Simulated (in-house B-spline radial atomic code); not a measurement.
## Ionising Cs7+ with different functionals

Computed with a radial B-spline atomic code at the basis-set limit: four-component Dirac-Coulomb Hamiltonian, Fermi nucleus of rms radius 4.8041 fm, spin-restricted, spherical fractional occupations for the functionals, and exact exchange of hybrids averaged over the configuration. The ionisation energy is the difference of two self-consistent energies, [Kr] 4d10 5s2 → [Kr] 4d10 5s1, without Breit or QED terms; ε is the level of the shell that loses the electron (mean over j).

```tsv
method	rung	ΔSCF (eV)	-ε(5s) (eV)
PBE0	global hybrid	111.19	105.92
LC-wPBE	range-separated hybrid	111.42	109.15
CAM-B3LYP	range-separated hybrid	111.66	107.82
HSE06	range-separated hybrid	111.26	105.60
```

(1) Among the functionals, which spreads more, the ΔSCF values or the orbital energies?

(2) How do they compare with the NIST value?

## Answers

(1) The orbital energies: ΔSCF values span about 0.47 eV and the orbital energies 3.55 eV; here energy differences depend much less on the functional than eigenvalues do.

(2) NIST lists 110.1 eV ± 0.6 (semi-empirical, ground level to ground level). Errors run from +1.09 to +1.56 eV. The correlated functionals all miss on the same side by more than they spread, so the cause is common to them (Breit-QED terms, spin polarisation, or a listed next ion that isn't the cheapest removal here) and closeness doesn't rank the functionals.
